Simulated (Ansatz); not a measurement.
Basis-set extrapolation for C₈H₁₈O, SMILES `CCCCCCCCO` (PBE0-D4/def2-TZVP geometry, frozen core, the Gaussian-basis code of Ansatz). Multiplicity 1, RHF reference.

```
                      def2-TZVPP   def2-QZVPP
                 HF  -388.425940  -388.444314
    MP2 correlation    -1.651047    -1.757621
CCSD(T) correlation    -1.808570      not run
```

Energies in hartree. Use E(X) = E(∞) + A·exp(−7.88·√X) for Hartree–Fock and E(X) = E(∞) + B·X^(−2.97) for correlation, with X = 3 and 4, and add CCSD(T) minus MP2 of the smaller set to the MP2 limit.

What is the CCSD(T) energy at the basis-set limit?

HF limit: -388.444314 + (-0.018374) × 0.13774 = -388.44684. MP2 limit: -1.757621 + (-0.106574) × 0.74074 = -1.83656. Higher-order term: -1.808570 − (-1.651047) = -0.15752. Total: -390.44092 hartree, 541.9 kJ/mol below CCSD(T)/def2-TZVPP.
